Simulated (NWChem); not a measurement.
System: hexanethiol (C6H14S); SMILES CCCCCCS

Output (shortened):

```
             Northwest Computational Chemistry Package (NWChem) 7.3.0
             --------------------------------------------------------

                             Geometry "geometry" -> ""
                             -------------------------

 Output coordinates in angstroms (scale by  1.889725989 to convert to a.u.)

  No.       Tag          Charge          X              Y              Z
 ---- ---------------- ---------- -------------- -------------- --------------
    1 C                    6.0000    -0.48203400     4.32767600     0.00000000
    2 C                    6.0000     0.42543800     3.09292200     0.00000000
    3 C                    6.0000    -0.35360400     1.77096600     0.00000000
    4 C                    6.0000     0.54894800     0.52982200     0.00000000
    5 C                    6.0000    -0.23843800    -0.78872600     0.00000000
    6 C                    6.0000     0.67874100    -2.01404000     0.00000000
    7 S                   16.0000    -0.34178800    -3.55525900     0.00000000
    8 H                    1.0000    -1.13049000     4.34312400    -0.88475600
    9 H                    1.0000     0.10325800     5.25431000     0.00000000
   10 H                    1.0000    -1.13049000     4.34312400     0.88475600
   11 H                    1.0000     1.08594600     3.12380100    -0.87828100
   12 H                    1.0000     1.08594600     3.12380100     0.87828100
   13 H                    1.0000    -1.01466200     1.73956000    -0.87875300
   14 H                    1.0000    -1.01466200     1.73956000     0.87875300
   15 H                    1.0000     1.20894500     0.56057300    -0.87938300
   16 H                    1.0000     1.20894500     0.56057300     0.87938300
   17 H                    1.0000    -0.89399600    -0.82543300    -0.88037400
   18 H                    1.0000    -0.89399600    -0.82543300     0.88037400
   19 H                    1.0000     1.31916000    -2.01028300     0.88784900
   20 H                    1.0000     1.31916000    -2.01028300    -0.88784900
   21 H                    1.0000     0.68559000    -4.43183900     0.00000000

 Effective nuclear repulsion energy (a.u.)     353.0428830010

                              NWChem Property Module
                              ----------------------

  itol2e modified to match energy
  convergence criterion.

                                 NWChem DFT Module
                                 -----------------

 Summary of "ao basis" -> "ao basis" (spherical)
 ------------------------------------------------------------------------------
       Tag                 Description            Shells   Functions and Types
 ---------------- ------------------------------  ------  ---------------------
 C                          pcsseg-1                 7       17   3s3p1d
 S                          pcsseg-1                10       24   4s5p1d
 H                          pcsseg-1                 3        5   2s1p

  itol2e modified to match energy
  convergence criterion.

            General Information
            -------------------
          SCF calculation type: DFT
          Wavefunction type:  closed shell.
          No. of atoms     :    21
          No. of electrons :    66
           Alpha electrons :    33
            Beta electrons :    33
          Charge           :     0
          Spin multiplicity:     1
          Use of symmetry is: off; symmetry adaption is: off
          Maximum number of iterations: 150
          AO basis - number of functions:   196
                     number of shells:    94
          Convergence on energy requested:  1.00D-07
          Convergence on density requested:  1.00D-05
          Convergence on gradient requested:  5.00D-04

              XC Information
              --------------
                        Slater Exchange Functional  1.000 local
                      VWN V Correlation Functional  1.000 local

[...]

          -----------------------------------------
          Chemical Shielding Tensors (GIAO, in ppm)
          -----------------------------------------

                                NWChem CPHF Module
                                ------------------

  scftype          =     RHF
  nclosed          =       33
  nopen            =        0
  variables        =     5379
  # of vectors     =        3
  tolerance        = 0.10D-03
  level shift      = 0.00D+00
  max iterations   =       50
  max subspace     =       30

 SCF residual:    1.2841688629406082E-005

Iterative solution of linear equations
  No. of variables     5379
  No. of equations        3
  Maximum subspace       30
        Iterations       50
       Convergence  1.0D-04

   iter   nsub   residual    time
   ----  ------  --------  ---------
     1      3    7.16D-06     279.4

------------------------------------------------------------
EAF file 0: "./job.aoints.0" size=528482304 bytes
------------------------------------------------------------
               write      read    awrite     aread      wait
               -----      ----    ------     -----      ----
     calls:     1008         0         0         0         0
   data(b): 5.28e+08  0.00e+00  0.00e+00  0.00e+00
   time(s): 0.00e+00  0.00e+00  0.00e+00  0.00e+00  0.00e+00
rate(mb/s): 0.00e+00  0.00e+00
------------------------------------------------------------

      Atom:    1  C
        Diamagnetic
    248.1755     -7.0224     -0.0000
     -7.0224    255.9984      0.0000
     -0.0000      0.0000    243.3029

        Paramagnetic
    -83.1751     -4.3693      0.0000
     -4.3693    -75.8220     -0.0000
      0.0000     -0.0000    -90.2173

        Total Shielding Tensor
    165.0004    -11.3917      0.0000
    -11.3917    180.1764      0.0000
      0.0000      0.0000    153.0856

           isotropic =     166.0875
          anisotropy =      30.2828

          Principal Components and Axis System
                 1           2           3
              186.2760    158.9008    153.0856

      1        -0.4720      0.8816     -0.0000
      2         0.8816      0.4720     -0.0000
      3         0.0000      0.0000      1.0000

      Atom:    2  C
        Diamagnetic
    243.6120      0.5957     -0.0000
      0.5957    261.9857     -0.0000
     -0.0000     -0.0000    239.2242

        Paramagnetic
    -91.0099      2.9494      0.0000
      2.9494    -93.9336     -0.0000
      0.0000     -0.0000   -100.7581

        Total Shielding Tensor
    152.6021      3.5451      0.0000
      3.5451    168.0521     -0.0000
      0.0000     -0.0000    138.4661

           isotropic =     153.0401
          anisotropy =      23.6799

          Principal Components and Axis System
                 1           2           3
              168.8267    151.8275    138.4661

      1         0.2135      0.9770     -0.0000
      2         0.9770     -0.2135      0.0000
      3        -0.0000      0.0000      1.0000

      Atom:    3  C
        Diamagnetic
    243.7844     -1.8267      0.0000
     -1.8267    263.4849      0.0000
      0.0000      0.0000    238.8458

        Paramagnetic
   -104.0841      0.7224      0.0000
      0.7224    -94.8335      0.0000
      0.0000      0.0000   -120.0073

        Total Shielding Tensor
    139.7003     -1.1043      0.0000
     -1.1043    168.6514      0.0000
      0.0000      0.0000    118.8384

           isotropic =     142.3967
          anisotropy =      39.4451

          Principal Components and Axis System
                 1           2           3
              168.6935    139.6582    118.8384

      1        -0.0381      0.9993     -0.0000
      2         0.9993      0.0381     -0.0000
      3         0.0000      0.0000      1.0000

      Atom:    4  C
        Diamagnetic
    243.0519     -0.0521      0.0000
     -0.0521    263.7969     -0.0000
      0.0000     -0.0000    238.2294

        Paramagnetic
   -100.6387     -0.9340      0.0000
     -0.9340    -94.7802      0.0000
      0.0000      0.0000   -116.7803

        Total Shielding Tensor
    142.4132     -0.9861      0.0000
     -0.9861    169.0167     -0.0000
      0.0000     -0.0000    121.4491

           isotropic =     144.2930
          anisotropy =      37.1403

          Principal Components and Axis System
                 1           2           3
              169.0532    142.3767    121.4491

      1        -0.0370      0.9993     -0.0000
      2         0.9993      0.0370      0.0000
      3        -0.0000      0.0000      1.0000

      Atom:    5  C
        Diamagnetic
    244.1547     -1.5347     -0.0000
     -1.5347    265.1601      0.0000
     -0.0000      0.0000    238.4373

        Paramagnetic
   -100.3723      1.3406      0.0000
      1.3406    -93.4767      0.0000
      0.0000      0.0000   -115.8837

        Total Shielding Tensor
    143.7823     -0.1941      0.0000
     -0.1941    171.6834      0.0000
      0.0000      0.0000    122.5537

           isotropic =     146.0065
          anisotropy =      38.5174

          Principal Components and Axis System
                 1           2           3
              171.6847    143.7810    122.5537

      1        -0.0070      1.0000     -0.0000
      2         1.0000      0.0070     -0.0000
      3         0.0000      0.0000      1.0000

      Atom:    6  C
        Diamagnetic
    247.6742     -0.1330      0.0000
     -0.1330    263.4878      0.0000
      0.0000      0.0000    242.0829

        Paramagnetic
    -92.8602      2.9983     -0.0000
      2.9983    -99.7761      0.0000
     -0.0000      0.0000   -117.5638

        Total Shielding Tensor
    154.8141      2.8653     -0.0000
      2.8653    163.7117      0.0000
     -0.0000      0.0000    124.5191

           isotropic =     147.6817
          anisotropy =      25.3095

          Principal Components and Axis System
                 1           2           3
              164.5546    153.9712    124.5191

[...]
```

Level: LDA (Slater exchange, VWN5)/pcSseg-1, GIAO. Structure relaxed at the B3LYP/6-31G* (spherical d) level. Not confirmed as a minimum by frequencies. The output numbers the shielded atoms by their place in the input's list. The printed shielding anisotropy is the first printed principal value minus the mean of the other two.

**Question.** Reconstruct the input file.

**Answer.** Several could match; the one computed here: the input that was run:
```
start job
memory heap 200 mb stack 900 mb global 1100 mb
geometry units angstroms noautosym nocenter noautoz
  C     -0.482034     4.327676     0.000000
  C      0.425438     3.092922     0.000000
  C     -0.353604     1.770966     0.000000
  C      0.548948     0.529822     0.000000
  C     -0.238438    -0.788726     0.000000
  C      0.678741    -2.014040     0.000000
  S     -0.341788    -3.555259     0.000000
  H     -1.130490     4.343124    -0.884756
  H      0.103258     5.254310     0.000000
  H     -1.130490     4.343124     0.884756
  H      1.085946     3.123801    -0.878281
  H      1.085946     3.123801     0.878281
  H     -1.014662     1.739560    -0.878753
  H     -1.014662     1.739560     0.878753
  H      1.208945     0.560573    -0.879383
  H      1.208945     0.560573     0.879383
  H     -0.893996    -0.825433    -0.880374
  H     -0.893996    -0.825433     0.880374
  H      1.319160    -2.010283     0.887849
  H      1.319160    -2.010283    -0.887849
  H      0.685590    -4.431839     0.000000
end
basis spherical
  C library pcsseg-1
  S library pcsseg-1
  H library pcsseg-1
end
dft
  xc slater vwn_5
  iterations 150
  semidirect filesize 400000000
end
property
  shielding 15 1 2 3 4 5 6 7 8 9 11 13 15 17 19 21
end
task dft property
```
